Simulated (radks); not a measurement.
The numbers below are computed, except where a source is named.
Excited configurations of Sm II: one electron is placed in a higher orbital outside [Xe] 4f6. The ground configuration is [Xe] 4f6 6s1. Level of theory: Dirac Kohn-Sham, LDA (Slater exchange, Perdew-Wang correlation), spin-unpolarised, spherical densities, finite nucleus; open shells fill j = l - 1/2 first; Fermi nuclear charge, rms radius 5.0819 fm (a radial shooting solver on a logarithmic mesh with Libxc functionals). Excitation = E - E(ground); binding = E(ion) - E, where the ion is the core of charge +2; n* = 2/sqrt(2 binding) in atomic units, and the quantum defect is n - n*.

outer orbital  excitation (eV)  binding (eV)     n*  eigenvalue (eV)  <r> (bohr)
5d3/2                    1.311         9.966  2.337           -6.303       2.938
6p1/2                    2.990         8.287  2.563           -6.242       4.722
6d3/2                    6.598         4.679  3.410           -3.514       7.612
7p1/2                    6.910         4.367  3.530           -3.422       9.300
7d3/2                    8.406         2.871  4.353           -2.247       13.39

The Delta-SCF ionisation energy is 11.277 eV (NIST Atomic Spectra Database: 11.08 eV, semi-empirical). Self-interaction in the functional shifts the binding energies and quantum defects, so they are the method's values and not measured ones. Spin polarisation and multiplet splitting are left out, so open shells lie too high by an amount that depends on their filling.

Beside tabulated values, note that spin-unpolarised runs miss the spin-polarisation part of the exchange energy of open shells.
